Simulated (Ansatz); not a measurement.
Born–Oppenheimer molecular dynamics of AlClFH$_{2}$N (6 atoms, charge 0, multiplicity 1). It starts from a relaxed structure.

Computed with RKS PBE0-D4/STO-3G (Ansatz 0.2.0).

| Item | Value |
| --- | --- |
| ensemble | NVE (velocity Verlet) |
| time step | 0.25 fs |
| steps asked | 250 |
| starting velocities drawn for | 1500 K |
| seed | 692528 |

First frame:

```xyz
6
Properties=species:S:1:pos:R:3
Al 0.060 -0.027 -0.024
F -0.008 -0.490 1.527
N 1.525 -0.025 -0.909
H 2.445 -0.305 -0.536
H 1.622 0.258 -1.895
Cl -1.669 0.589 -0.997
```

Task: How far do the bonds stretch over the last three quarters of this one trajectory? (Pairs bonded in most of those frames.)

Result: 
| bond | mean (Å) | spread (Å) | shortest | longest |
| --- | --- | --- | --- | --- |
| Al1–F2 | 1.640 | 0.037 | 1.59 | 1.70 |
| Al1–N3 | 1.715 | 0.031 | 1.66 | 1.76 |
| Al1–Cl6 | 2.099 | 0.032 | 2.03 | 2.14 |
| N3–H4 | 1.034 | 0.037 | 0.97 | 1.11 |
| N3–H5 | 1.038 | 0.048 | 0.96 | 1.12 |

Mean temperature of the second half: 532 K. The conserved energy stayed within 0.28 meV per atom of its start (net change 0.062 meV per atom), so the integration is sound. A run of 0.062 ps of so small a system gives no equilibrium averages. Limits of this set-up: minimal basis.

Run time: 4.1 min on 1 thread of Arm Neoverse V2, with other jobs on the host, peak memory 0.084 GiB.
